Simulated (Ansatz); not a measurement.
`CO[SiH](Cl)[GeH3]` + `CO[SiH2]S` → `CO[SiH2][S][GeH3]` + `CO[SiH2]Cl`  (cleavage of the Ge–Si bond)

Program: Ansatz. Geometries: PBE0-D4/def2-TZVP. ΔE: electronic, gas phase. CCSD(T)/CBS adds triple-zeta CCSD(T) − MP2 to the extrapolated MP2 energy (def2 sets, frozen cores). This one scheme is used for every species. For Ge outer-core shells are correlated without core-valence functions, which leaves a few kJ/mol of doubt a bond. Scalar relativity is left out up to krypton. Each species was taken in one conformer, which may not be the lowest.

| level | ΔE (eV) |
| --- | --- |
| SCS-MP2/def2-TZVPP | -0.61 |
| CCSD/CBS(def2) | -0.52 |

(1) What does CCSD(T)/CBS give? (Best estimate.)

Largest T1 diagnostic among the species: 0.012.

## Answers

(1) The calculation gave: -0.53 eV. The listed levels differ from it by -0.08, 0.01 eV.

From PBE to PBE0 (25 % exact exchange), in def2-TZVPP and without D4, ΔE moves by −0.05 eV. The D4 term adds −0.04 eV with B3LYP and −0.02 eV with PBE0; it sums over pairs of atoms, weighted by their polarisabilities, and B3LYP, whose exchange is more repulsive, gets the larger term.

B3LYP here is the variant with VWN-RPA as its local correlation; programs differ in this.
